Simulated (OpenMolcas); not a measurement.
**Cu2+, Ag2+, Au2+: d9 down the group**

```
Program             : OpenMolcas 26.06
Method              : SS-CASPT2, IPEA 0.25 Eh, imaginary shift 0.1 Eh
Basis               : ANO-R2
Scalar Hamiltonian  : X2C, finite nucleus
Spin-orbit coupling : RASSI with atomic mean-field integrals over the reference wave functions, term energies averaged over their components
```

Active space for each ion: 9 electrons in 10 orbitals (d d); closed shells correlated by CASPT2: Cu2+ 3s 3p; Ag2+ 4s 4p; Au2+ 5s 5p.

Computed levels in cm-1 above 2D 5/2:

| Level | Cu2+ | Ag2+ | Au2+ |
| --- | --- | --- | --- |
| 2D 3/2 | 2100 | 4530 | 13100 |
| weight of 2D in the lowest level (%) | 100 | 100 | 100 |

Measured, with the error of the calculation in %. Measured levels: Cu2+ from Sugar and Musgrove, J. Phys. Chem. Ref. Data 19, 527 (1990); Ag2+ from Moore, Atomic Energy Levels, vol. III, NSRDS-NBS 35 (1971 reprint of NBS Circular 467, 1958); Au2+ from Iglesias, J. Res. Natl. Bur. Stand. 64A, 481 (1960).

```tsv
Level	Cu2+	Ag2+	Au2+
2D 3/2	2072 (+1.2)	4607 (-1.8)	12694 (+3.2)
```

The fine-structure level 2D 3/2 changes by a factor of 6.24 from Cu2+ to Au2+.

CASPT2 does not keep the components of a term degenerate, so their means are used; among the terms shown or strongly mixed into the levels shown the widest spread is 43 cm-1 (5d9 2D, Au2+). Active for correlation alone: 4d; no level in the range computed is led by a configuration that fills it, so any true level of that kind is missing (holds for Cu2+). Active for correlation alone: 5d; no level in the range computed is led by a configuration that fills it, so any true level of that kind is missing (holds for Ag2+). Active for correlation alone: 6d; no level in the range computed is led by a configuration that fills it, so any true level of that kind is missing (holds for Au2+). Computed and measured levels are paired by configuration, term and J; levels that our copy of the source lacks, or whose pairing is in doubt (as where it misses far off the trend of its configuration), stay unpaired and out of the deviations. Levels of configurations outside the active space are missing.
